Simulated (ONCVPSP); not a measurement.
Logarithmic derivatives: Rb, ONCV

ONCVPSP 4.0.1 input, shortened (lines: element, Z, core and valence counts, functional; n l f; lmax; l rc ep ncon nbas qcut; lloc lpopt rc5 dvloc0; l nproj debl; icmod fcfact rcfact), PBE, scalar-relativistic:

```
  Rb 37.00    6    3        4      upf
    1    0    2.00
    2    0    2.00
    2    1    6.00
    3    0    2.00
    3    1    6.00
    3    2   10.00
    4    0    2.00
    4    1    6.00
    5    0    1.00
    2
    0    2.35    0.00    4    8    6.70
    1    1.75    0.00    3    7    5.50
    2    2.10    0.02    5   10    4.60
    4    3    1.40    0.00
    0    2    3.90
    1    2    0.70
    2    2    3.20
    3    3.75    1.82
```

The phase is arctan(r·R′/R) of the radial function R(r), unwrapped; energies in Ha, scanned from -3 to 5 Ha. A pole is an energy at which the radial function vanishes at the test radius. The pseudo phase is shifted by a multiple of π to meet the all-electron one at the reference energy, and phase errors are pseudo minus all-electron; the curves can meet again beyond the range given. Levels narrower than the energy grid can be missing from the lists of poles.

| channel | radius (bohr) | reference energy (Ha) | poles, all-electron | poles, pseudo | unbroken range about the reference energy with phases within 0.05 rad | phase error 1 Ha above the reference energy (rad) |
| --- | --- | --- | --- | --- | --- | --- |
| s | 2.39 | -0.08 | -0.96, 3.19 | -0.96, 3.13 | below 4.4 | -0.002 |
| p | 1.77 | -0.59 | 0.96 | 0.95 | below 3.6 | +0.000 |
| d | 2.13 | 0.02 | 1.46 | 1.46 | the whole range | -0.000 |

Phases in the d channel:

```csv
E (Ha),all-electron,pseudo
-2.98,1.329,1.328
-2.76,1.316,1.315
-2.54,1.302,1.301
-2.32,1.285,1.284
-2.10,1.265,1.264
-1.88,1.240,1.240
-1.66,1.210,1.209
-1.44,1.171,1.170
-1.22,1.118,1.118
-1.00,1.045,1.044
-0.78,0.935,0.934
-0.56,0.755,0.754
-0.34,0.436,0.436
-0.12,-0.091,-0.091
0.10,-0.656,-0.656
0.32,-1.022,-1.022
0.54,-1.230,-1.230
0.76,-1.358,-1.358
0.98,-1.444,-1.445
1.20,-1.510,-1.510
1.42,-1.563,-1.563
1.64,-1.610,-1.610
1.86,-1.656,-1.656
2.08,-1.703,-1.704
2.30,-1.758,-1.759
2.52,-1.828,-1.828
2.74,-1.926,-1.926
2.96,-2.084,-2.084
3.18,-2.383,-2.383
3.40,-2.975,-2.975
3.62,-3.682,-3.683
3.84,-4.087,-4.088
4.06,-4.287,-4.289
4.28,-4.401,-4.402
4.50,-4.473,-4.474
4.72,-4.524,-4.525
4.94,-4.562,-4.563
```
